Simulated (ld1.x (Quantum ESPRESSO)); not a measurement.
## PBE TM dataset for cadmium (Cd), fully relativistic all-electron reference.

| Property | Result |
| --- | --- |
| Element | Cd |
| Generator | ld1.x (Quantum ESPRESSO) 7.5 |
| Type | norm-conserving Troullier–Martins (Kleinman–Bylander form) |
| Functional | PBE |
| Relativity | fully relativistic |
| Frozen core | [Kr] |
| Valence charge | 12 |
| Reference configuration | 4d10 5s2 5p0 |
| Partial waves | 5p (bound, empty): rc 3.10 bohr; 4d (bound): rc 1.60 bohr; 5s (bound): rc 1.80 bohr |
| Local potential | the s channel |
| Core correction | Bessel-smoothed model core inside 1.30 bohr |

Open shells are filled in proportion to 2j + 1 (rel_dist='average').

All-electron outer shells of the reference configuration (PBE, scalar-relativistic, ld1.x):

```json
{"shell": "4s", "level (eV)": "-105.92", "outermost node (bohr)": "0.43", "outermost maximum (bohr)": "0.79"}
{"shell": "4p", "level (eV)": "-66.97", "outermost node (bohr)": "0.43", "outermost maximum (bohr)": "0.84"}
{"shell": "4d", "level (eV)": "-11.73", "outermost node (bohr)": "0.42", "outermost maximum (bohr)": "0.98"}
{"shell": "5s", "level (eV)": "-5.66", "outermost node (bohr)": "1.07", "outermost maximum (bohr)": "2.35"}
{"shell": "5p", "level (eV)": "-1.18", "outermost node (bohr)": "1.20", "outermost maximum (bohr)": "3.33"}
```

What the tests gave:

| Property | Result |
| --- | --- |
| Cutoffs needed | 70 Ry and 110 Ry (the cutoffs (Ry, on a coarse ladder) from which the occupation-weighted sum of valence levels, in a spherical-Bessel basis at the reference potential, stays within 10 and 1 mRy of its value at 400 Ry) |
| Ghost test | no extra level below or beside the all-electron valence levels (p1/2, p3/2, d3/2, d5/2, s, f tested) (spherical-Bessel basis up to 400 Ry, 20 bohr box) |
| Largest excitation error | -230 meV (all-electron minus pseudo) for 4d9 5s0 5p0, out of 7 test configurations |

Generation and tests took about 3.6 s on one core of a shared server CPU.
